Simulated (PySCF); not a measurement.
# B²⁺: ionisation energy

B²⁺ [He] 2s1 (2S) → B³⁺ 1s2 (1S), as a difference of total energies. All numbers are calculated (PySCF 2.14, no relativity, point nucleus, in aug-cc-pwCVDZ). Correlated levels: valence and next inner shell: nothing frozen. The calculations carry no spin-orbit coupling.

```
                                method  ionisation energy (eV)  error (eV)
                                   UHF                  37.794      -0.137
    MP2 (valence and next inner shell)                  37.835      -0.096
SCS-MP2 (valence and next inner shell)                  37.826      -0.105
   CCSD (valence and next inner shell)                  37.840      -0.091
CCSD(T) (valence and next inner shell)                  37.840      -0.091
  CCSDT (valence and next inner shell)                  37.840      -0.091
    FCI (valence and next inner shell)                  37.840      -0.091
```

Reference: 37.931 eV (measured; NIST Atomic Spectra Database, ionization energies).

Errors of the correlated levels include the incompleteness of this basis.
